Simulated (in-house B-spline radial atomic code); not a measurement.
Radial electron density of Mo IV (Mo3+), [Kr] 4d3. Method: Dirac-Hartree-Fock, average of configuration, Fermi nucleus of rms radius 4.4091 fm, inside a hard spherical wall at 1.61 bohr. Calculated with an all-electron radial atomic-structure program (B-spline basis).

Columns: r (bohr), 4πr²n(r) (electrons per bohr), bar.

```
 0.00134    1.416 #
  0.0016    1.941 #
  0.0019    2.626 ##
 0.00226    3.545 ##
 0.00268    4.734 ###
 0.00319     6.32 ####
 0.00379    8.343 ######
 0.00451    10.94 #######
 0.00536    14.15 ##########
 0.00637    18.06 ############
 0.00757    22.69 ###############
   0.009    27.99 ###################
  0.0107    33.77 #######################
  0.0127    39.65 ###########################
  0.0151    45.23 ##############################
   0.018    49.89 ##################################
  0.0214    52.81 ####################################
  0.0254    53.61 ####################################
  0.0302    52.26 ###################################
  0.0359    49.42 #################################
  0.0427    46.51 ###############################
  0.0507    45.43 ###############################
  0.0603    47.66 ################################
  0.0717    53.34 ####################################
  0.0852    60.49 #########################################
   0.101    65.46 ############################################
    0.12    64.99 ############################################
   0.143     58.1 #######################################
    0.17    48.47 #################################
   0.202    42.04 ############################
    0.24    42.63 #############################
   0.286    48.27 ################################
    0.34    51.68 ###################################
   0.404    47.07 ################################
    0.48    35.29 ########################
   0.571    23.08 ################
   0.678    17.17 ############
   0.806     17.8 ############
   0.958    19.28 #############
    1.14    15.36 ##########
    1.35     6.19 ####
    1.59  0.04213
```

On this grid the curve has 4 maxima, near 0.0254, 0.101, 0.34, 0.958 bohr.

The 4p1/2 radial function P(r) = rR(r), positive near the nucleus, with its small component Q(r) (sign convention: Q ≈ (P' + κP/r)/2c):

```
r (bohr)         P          Q
 0.00113  0.001601   0.006075
  0.0016  0.002576   0.008346
 0.00226  0.004237    0.01138
 0.00319  0.007125    0.01538
 0.00451   0.01224    0.02059
 0.00637   0.02124     0.0271
   0.009     0.037    0.03489
  0.0127   0.06386    0.04344
   0.018    0.1087     0.0517
  0.0254    0.1769     0.0572
  0.0359    0.2711    0.05675
  0.0507    0.3762    0.04673
  0.0717    0.4443    0.02556
   0.101    0.3869  -0.002158
   0.143     0.113   -0.02556
   0.202   -0.3383   -0.03045
   0.286   -0.6843   -0.01394
   0.404    -0.507   0.008924
   0.571     0.276    0.01931
   0.806     1.111    0.01248
    1.14     1.154  -0.001506
    1.59   0.05863   -0.01056
```
